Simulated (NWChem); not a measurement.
System: C₂H₇FSi; SMILES C[SiH](F)C

Output (shortened):

```
             Northwest Computational Chemistry Package (NWChem) 7.3.0
             --------------------------------------------------------

 CS  symmetry detected

                             Geometry "geometry" -> ""
                             -------------------------

 Output coordinates in angstroms (scale by  1.889725989 to convert to a.u.)

  No.       Tag          Charge          X              Y              Z
 ---- ---------------- ---------- -------------- -------------- --------------
    1 Si                  14.0000    -0.05972781    -0.36396696     0.00000000
    2 C                    6.0000     0.78842687     0.22981974     1.55080800
    3 C                    6.0000     0.78842687     0.22981974    -1.55080800
    4 F                    9.0000    -1.58379642     0.22950356     0.00000000
    5 H                    1.0000    -0.18416494    -1.85221338     0.00000000
    6 H                    1.0000     1.81427165    -0.16771046     1.61032800
    7 H                    1.0000     0.24509332    -0.09942968     2.44973600
    8 H                    1.0000     0.84733487     1.32933108     1.57071900
    9 H                    1.0000     0.24509332    -0.09942968    -2.44973600
   10 H                    1.0000     1.81427165    -0.16771046    -1.61032800
   11 H                    1.0000     0.84733487     1.32933108    -1.57071900

 Effective nuclear repulsion energy (a.u.)     177.1741348529

      Symmetry information
      --------------------

 Group name             Cs
 Group number              2
 Group order               2
 No. of unique centers     7

                                 NWChem DFT Module
                                 -----------------

 Summary of "ao basis" -> "ao basis" (spherical)
 ------------------------------------------------------------------------------
       Tag                 Description            Shells   Functions and Types
 ---------------- ------------------------------  ------  ---------------------
 Si                         def2-svp                 8       18   4s3p1d
 C                          def2-svp                 6       14   3s2p1d
 F                          def2-svp                 6       14   3s2p1d
 H                          def2-svp                 3        5   2s1p

      Symmetry analysis of basis
      --------------------------

        a'         56
        a"         39

            General Information
            -------------------
          SCF calculation type: DFT
          Wavefunction type:  closed shell.
          No. of atoms     :    11
          No. of electrons :    42
           Alpha electrons :    21
            Beta electrons :    21
          Charge           :     0
          Spin multiplicity:     1
          Use of symmetry is: on ; symmetry adaption is: on
          Maximum number of iterations: 150
          AO basis - number of functions:    95
                     number of shells:    47
          Convergence on energy requested:  1.00D-06
          Convergence on density requested:  1.00D-05
          Convergence on gradient requested:  5.00D-04

              XC Information
              --------------
                     r^2SCAN0 Method XC Functional
                     Hartree-Fock (Exact) Exchange  0.250
               r^2SCAN metaGGA Exchange Functional  0.750
                     r^2SCAN Correlation Potential  1.000

             Grid Information
             ----------------
          Grid used for XC integration:  medium
          Radial quadrature: Mura-Knowles
          Angular quadrature: Lebedev.
          Tag              B.-S. Rad. Rad. Pts. Rad. Cut. Ang. Pts.
          ---              ---------- --------- --------- ---------
          Si                  1.10       88           8.0       590
          C                   0.70       49          11.0       434
          F                   0.50       49          10.0       434
          H                   0.35       45          12.0       434
          Grid pruning is: on
          Number of quadrature shells:   366
          Spatial weights used:  Erf1

      Superposition of Atomic Density Guess
      -------------------------------------

 Sum of atomic energies:        -466.77562981

      Non-variational initial energy
      ------------------------------

 Total energy =    -468.610242
 1-e energy   =    -995.551958
 2-e energy   =     349.767581
 HOMO         =      -0.379337
 LUMO         =       0.087214

      Symmetry analysis of molecular orbitals - initial
      -------------------------------------------------

  Numbering of irreducible representations:

     1 a'          2 a"

  Orbital symmetries:

     1 a'          2 a'          3 a'          4 a"          5 a'
     6 a'          7 a"          8 a'          9 a'         10 a'
    11 a"         12 a'         13 a'         14 a"         15 a'
    16 a'         17 a'         18 a"         19 a"         20 a'
    21 a"         22 a'         23 a'         24 a"         25 a'
    26 a'         27 a'         28 a"         29 a"         30 a'
    31 a"

     ---------------------------------------------
      Total Density - Mulliken Population Analysis
     ---------------------------------------------

    Atom       Charge   Shell Charges
 -----------   ------   -------------------------------------------------------
    1 Si  14    12.94   2.00  1.99  0.93  0.20  5.93  0.96  0.66  0.26
    2 C    6     6.60   1.99  0.96  0.28  2.13  1.23  0.01
    3 C    6     6.60   1.99  0.96  0.28  2.13  1.23  0.01
    4 F    9     9.59   1.99  1.15  0.78  3.52  2.14  0.00
    5 H    1     1.11   0.71  0.39  0.01
    6 H    1     0.86   0.65  0.18  0.03
    7 H    1     0.86   0.65  0.18  0.03
    8 H    1     0.86   0.65  0.19  0.03
    9 H    1     0.86   0.65  0.18  0.03
   10 H    1     0.86   0.65  0.18  0.03
   11 H    1     0.86   0.65  0.19  0.03

   convergence    iter        energy       DeltaE   RMS-Dens  Diis-err
 ---------------- ----- ----------------- --------- --------- ---------
 d= 0,ls=0.0,diis     1   -469.4202203887 -6.47D+02  1.08D-02  4.39D-01
 d= 0,ls=0.0,diis     2   -469.4239615238 -3.74D-03  5.34D-03  5.48D-01
 d= 0,ls=0.0,diis     3   -469.4695815165 -4.56D-02  7.25D-04  1.22D-02
 d= 0,ls=0.0,diis     4   -469.4704413607 -8.60D-04  2.47D-04  9.78D-04
 d= 0,ls=0.0,diis     5   -469.4705618540 -1.20D-04  4.93D-05  4.30D-05
  Resetting Diis
 d= 0,ls=0.0,diis     6   -469.4705672334 -5.38D-06  1.06D-05  7.56D-07
 d= 0,ls=0.0,diis     7   -469.4705673286 -9.52D-08  3.76D-06  5.69D-08

         Total DFT energy =     -469.470567328601
      One electron energy =     -999.621586881338
           Coulomb energy =      397.730758442780
    Exchange-Corr. energy =      -44.753873742921
 Nuclear repulsion energy =      177.174134852878

 Numeric. integr. density =       42.000017837750

                  Occupations of the irreducible representations
                  ----------------------------------------------

                     irrep           alpha         beta
                     --------     --------     --------
                     a'               14.0         14.0
                     a"                7.0          7.0

                       DFT Final Molecular Orbital Analysis
                       ------------------------------------

 Vector   19  Occ=2.000000D+00  E=-4.128927D-01  Symmetry=a"
              MO Center=  3.5D-01,  9.3D-02,  2.1D-14, r^2= 4.7D+00
   Bfn.  Coefficient  Atom+Function         Bfn.  Coefficient  Atom+Function
  ----- ------------  ---------------      ----- ------------  ---------------
    52      0.312096   4 F  pz               22     -0.234221   2 C  px
    36      0.234221   3 C  px               55     -0.225815   4 F  pz
    71      0.213829   7 H  s                81     -0.213829   9 H  s
    66     -0.194461   6 H  s                86      0.194461  10 H  s
    24      0.145720   2 C  pz               38      0.145720   3 C  pz

 Vector   20  Occ=2.000000D+00  E=-3.364334D-01  Symmetry=a'
              MO Center=  5.1D-02, -6.6D-01, -2.6D-13, r^2= 3.2D+00
   Bfn.  Coefficient  Atom+Function         Bfn.  Coefficient  Atom+Function
  ----- ------------  ---------------      ----- ------------  ---------------
    61      0.349348   5 H  s                62      0.249441   5 H  s
     9     -0.231046   1 Si py               51     -0.203234   4 F  py
    54      0.151077   4 F  py               24      0.133932   2 C  pz
    38     -0.133932   3 C  pz               23      0.129106   2 C  py
    37      0.129106   3 C  py                6      0.124837   1 Si py

 Vector   21  Occ=2.000000D+00  E=-3.335027D-01  Symmetry=a"
              MO Center=  4.2D-01,  8.4D-02,  2.7D-13, r^2= 3.3D+00
   Bfn.  Coefficient  Atom+Function         Bfn.  Coefficient  Atom+Function
  ----- ------------  ---------------      ----- ------------  ---------------
    24      0.299492   2 C  pz               38      0.299492   3 C  pz
    10     -0.264678   1 Si pz               52     -0.214511   4 F  pz
    27      0.185516   2 C  pz               41      0.185516   3 C  pz
    55      0.161145   4 F  pz               21     -0.145012   2 C  s
    35      0.145012   3 C  s                 7      0.143534   1 Si pz

 Vector   22  Occ=0.000000D+00  E= 6.670422D-02  Symmetry=a'
              MO Center=  2.1D-01, -4.7D-01, -2.1D-14, r^2= 3.6D+00
   Bfn.  Coefficient  Atom+Function         Bfn.  Coefficient  Atom+Function
  ----- ------------  ---------------      ----- ------------  ---------------
    11      1.186158   1 Si px               21     -0.676062   2 C  s
    35     -0.676062   3 C  s                 4      0.665389   1 Si s
    49      0.418330   4 F  s                62     -0.305678   5 H  s
    12     -0.269248   1 Si py               77      0.250821   8 H  s
    92      0.250821  11 H  s                 8      0.246566   1 Si px

 Vector   23  Occ=0.000000D+00  E= 8.080632D-02  Symmetry=a'
              MO Center=  8.9D-01,  3.2D-01,  9.5D-16, r^2= 7.0D+00
   Bfn.  Coefficient  Atom+Function         Bfn.  Coefficient  Atom+Function
  ----- ------------  ---------------      ----- ------------  ---------------
    21      1.708133   2 C  s                35      1.708133   3 C  s
     4     -0.936486   1 Si s                67     -0.797214   6 H  s
    87     -0.797214  10 H  s                72     -0.629622   7 H  s
    82     -0.629622   9 H  s                77     -0.528736   8 H  s
    92     -0.528736  11 H  s                12     -0.416497   1 Si py

 Vector   24  Occ=0.000000D+00  E= 9.740081D-02  Symmetry=a"
              MO Center=  2.0D-01, -1.5D-01,  1.4D-14, r^2= 6.4D+00
   Bfn.  Coefficient  Atom+Function         Bfn.  Coefficient  Atom+Function
  ----- ------------  ---------------      ----- ------------  ---------------
    21      1.730548   2 C  s                35     -1.730548   3 C  s
    13     -1.262219   1 Si pz               77     -0.682058   8 H  s
    92      0.682058  11 H  s                72     -0.447376   7 H  s
    82      0.447376   9 H  s                67     -0.417525   6 H  s
    87      0.417525  10 H  s                25     -0.174709   2 C  px

     ---------------------------------------------
      Total Density - Mulliken Population Analysis
     ---------------------------------------------

    Atom       Charge   Shell Charges
 -----------   ------   -------------------------------------------------------
    1 Si  14    13.16   2.00  1.98  0.97  0.10  5.93  1.20  0.62  0.36
    2 C    6     6.42   1.99  0.88  0.31  2.10  1.12  0.02
    3 C    6     6.42   1.99  0.88  0.31  2.10  1.12  0.02
    4 F    9     9.40   1.99  1.12  0.81  3.35  2.12  0.00
    5 H    1     1.13   0.75  0.37  0.01
    6 H    1     0.92   0.72  0.17  0.03
    7 H    1     0.91   0.72  0.16  0.03
    8 H    1     0.91   0.72  0.17  0.03
    9 H    1     0.91   0.72  0.16  0.03
   10 H    1     0.92   0.72  0.17  0.03
   11 H    1     0.91   0.72  0.17  0.03

     -------------------------------------------
      Total Density - Lowdin Population Analysis
     -------------------------------------------

    Atom       Charge   Shell Charges
 -----------   ------   -------------------------------------------------------
    1 Si  14    13.34   2.00  1.93  0.61  0.29  5.82  1.25  0.89  0.56
    2 C    6     6.28   1.97  0.59  0.34  1.89  1.45  0.04
    3 C    6     6.28   1.97  0.59  0.34  1.89  1.45  0.04
    4 F    9     9.25   1.98  1.02  0.77  3.22  2.26  0.01
    5 H    1     1.12   0.66  0.44  0.02
    6 H    1     0.95   0.62  0.26  0.07
    7 H    1     0.95   0.62  0.26  0.07
    8 H    1     0.95   0.62  0.26  0.07
    9 H    1     0.95   0.62  0.26  0.07
   10 H    1     0.95   0.62  0.26  0.07
   11 H    1     0.95   0.62  0.26  0.07

     Multipole analysis of the density
     ---------------------------------

     L   x y z        total         alpha         beta         nuclear
     -   - - -        -----         -----         ----         -------
     0   0 0 0     -0.000000    -21.000000    -21.000000     42.000000

     1   1 0 0      0.779330      0.389665      0.389665     -0.000000
     1   0 1 0      0.001210      0.000605      0.000605      0.000000
     1   0 0 1      0.000000      0.000000      0.000000      0.000000

     2   2 0 0    -25.991748    -81.307157    -81.307157    136.622567
     2   1 1 0      0.359408     -1.862805     -1.862805      4.085019
     2   1 0 1      0.000000      0.000000      0.000000      0.000000
     2   0 2 0    -24.374577    -30.048721    -30.048721     35.722865
     2   0 1 1      0.000000      0.000000      0.000000      0.000000
     2   0 0 2    -23.121058   -102.592506   -102.592506    182.063955
```

Level: r2SCAN0/def2-SVP. Structure relaxed at the PBE0/def2-SVP level.

**Question.** Which NWChem input produces such a log?

**Answer.** Several could match; the one computed here: the input that was run:
```
start job
memory heap 200 mb stack 900 mb global 1100 mb
geometry units angstroms noautoz
  Si    -0.079975    -0.342912     0.000000
  C      0.782373     0.230067    -1.550808
  C      0.782373     0.230067     1.550808
  F     -1.589156     0.287457     0.000000
  H     -0.240578    -1.827691     0.000000
  H      1.798244    -0.192300    -1.610328
  H      0.231191    -0.085868    -2.449736
  H      0.868010     1.327820    -1.570719
  H      0.231191    -0.085868     2.449736
  H      1.798244    -0.192300     1.610328
  H      0.868010     1.327820     1.570719
end
basis spherical
  * library def2-svp
end
dft
  xc r2scan0
  iterations 150
  mulliken
end
task dft energy
```
